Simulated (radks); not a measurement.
The nuclear charge of neutral antimony is varied continuously with 51 electrons held in [Kr] 4d10 5s2 5p3. All-electron calculation, scalar-relativistic Kohn-Sham, PBE, spin-polarised, spherical densities, point nucleus; open shells are filled with parallel spins first (spin-orbit coupling, left out, can overturn this in heavy ions). Program: a radial shooting solver on a logarithmic mesh with Libxc functionals. By the Hellmann-Feynman theorem dE/dZ = E(electron-nucleus)/Z, the electronic potential at the nucleus. The scalar-relativistic energy here is not variational (the density holds large components alone), so the two differ by a part that grows with Z.

\begin{tabular}{lrrrrr}
Z & E (hartree) & E(electron-nucleus)/Z (hartree) & HOMO & e(HOMO) (eV) & <r> HOMO (bohr) \\ \hline
50.75 & -6404.65360 & -305.286 & 5p & -3.557 & 3.029 \\
51 & -6481.50365 & -307.381 & 5p & -5.467 & 2.877 \\
51.25 & -6558.88208 & -309.474 & 5p & -7.531 & 2.750 \\
51.5 & -6636.78876 & -311.568 & 5p & -9.737 & 2.641 \\
51.75 & -6715.22372 & -313.661 & 5p & -12.073 & 2.546 \\
52 & -6794.18709 & -315.755 & 5p & -14.531 & 2.462 \\
\end{tabular}

The central difference of E at Z = 51 is -308.457 hartree, to compare with the third column; the second derivative is -8.45 hartree.
